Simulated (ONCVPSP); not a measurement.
**Which change was made? (Mn, ONCV)**

```
Element                 : Mn (Z = 25)
Generator               : ONCVPSP 4.0.1
Type                    : optimised norm-conserving Vanderbilt (ONCV)
Functional              : LDA (Perdew-Wang 92)
Relativity              : scalar-relativistic
Frozen core             : [Ar]
Valence charge          : 7
Reference configuration : 3d5 4s2
Partial waves           : 4s: rc 2.25 bohr, ncon 3, nbas 8, qcut 2.4 1/bohr, 1 projector; p scattering state at 0.12 Ha: rc 2.45 bohr, ncon 3, nbas 8, qcut 3.3 1/bohr, 3 projectors, debl 0.9 Ha; 3d: rc 1.75 bohr, ncon 4, nbas 9, qcut 10.1 1/bohr, 2 projectors, debl 1.7 Ha
Local potential         : polynomial inside 1.50 bohr (lpopt 4, dvloc0 0 Ha)
Core correction         : Teter function fitted to the true core (icmod 2), fcfact 0.7
```

In the p channel the program set the typed energies aside and used 0.050, 0.950, 1.850 Ha.

Cutoffs, loose and tight: the cutoffs (Ha) at which the residual kinetic energy of the hardest occupied pseudo-wave falls to 1 and 0.1 mHa per electron. They do not see the model core or the augmentation charge, which bear on the density cutoff. Test errors are all-electron minus pseudo excitation energies from the reference, over the configurations 3d5 4s1; 3d5 4s0; 3d4 4s0; 3d5 4s1 4p1; variants that change the core or the reference have their own tests.

The base gives: outcome: generated, projector energies reset by the program; cutoff, loose: 36 Ha; cutoff, tight: 41 Ha; bound ghosts: none; GHOST(+) flags above zero: s, p; largest test error (meV): -111.

(1) After one change the result is: outcome: failed: ERROR pspot: first pseudo wave function has node, program will stop. Which change was it?
A. d: qcut 13.7
B. d: qcut 6.6
C. d: qcut 15
D. d: qcut 12.5

Answers

(1) A. The others give: d: qcut 15 → outcome: generated, projector energies reset by the program; cutoff, loose: 75 Ha; cutoff, tight: 84 Ha; bound ghosts: none; GHOST(+) flags above zero: s, p; largest test error (meV): -217 | d: qcut 12.5 → outcome: generated, projector energies reset by the program; cutoff, loose: 44 Ha; cutoff, tight: 51 Ha; bound ghosts: none; GHOST(+) flags above zero: s, p; largest test error (meV): -132 | d: qcut 6.6 → outcome: generated, projector energies reset by the program; cutoff, loose: 47 Ha; cutoff, tight: 100 Ha; bound ghosts: none; GHOST(+) flags above zero: s, p; largest test error (meV): -33.
